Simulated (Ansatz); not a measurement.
C₂H₆S, charge +1, doublet, geometry from GFN2-xTB (a state made from the parent by changing its charge; the spin is typed, not shown lowest); B3LYP/def2-SVP in Ansatz (an electronic-structure program).

Ansatz was given this input:
Ansatz 0.2 input:
```yaml
crystal:
  periodic: [false, false, false]
  atoms:
    - {symbol: C, position_ang: [1.28089259, 0.21169350, 0.68335560]}
    - {symbol: S, position_ang: [0.01499802, 0.28322653, -0.56655118]}
    - {symbol: C, position_ang: [-1.30390679, -0.64629964, 0.18600725]}
    - {symbol: H, position_ang: [1.54226619, -0.82365746, 0.90480822]}
    - {symbol: H, position_ang: [2.15771555, 0.74065689, 0.31689816]}
    - {symbol: H, position_ang: [0.93231569, 0.67887698, 1.60539170]}
    - {symbol: H, position_ang: [-0.98486767, -1.67128238, 0.37976291]}
    - {symbol: H, position_ang: [-2.15303809, -0.65232660, -0.49358934]}
    - {symbol: H, position_ang: [-1.59627479, -0.19625504, 1.13537012]}
basis:
  gaussian:
    orbitals: def2-SVP
hamiltonian:
  xc: b3lyp
total_charge: 1
magnetization: {spin_polarized: true, initial_magnetization: 1}
accuracy: high
```

It wrote (shortened):

```
Functional definition: B3LYP
1812 factors; integrals over basis functions are off by at most 3.9e-9 eV
mean field evaluation 1: about -12982.0117 eV, gradient 5.0e1 eV
mean field evaluation 2: about -12973.4469 eV, gradient 6.1e1 eV
mean field evaluation 4: about -12994.0191 eV, gradient 1.9e0 eV
mean field evaluation 8: about -12994.2174 eV, gradient 8.4e-2 eV
mean field evaluation 16: about -12994.2174 eV, gradient 9.6e-5 eV
mean field -12994.21744184 eV, -477.5286831908 hartree, gradient 3.2e-8 eV, S^2 0.753294; 0 other end points of the search recorded, 0 dependent functions left out
reference -12994.21747808 eV, -477.5286845226 hartree; 17, 16 occupied and 59, 60 virtual orbitals, 1812 factors
Total energy: -12994.21747808 eV, -477.5286845226 hartree
```
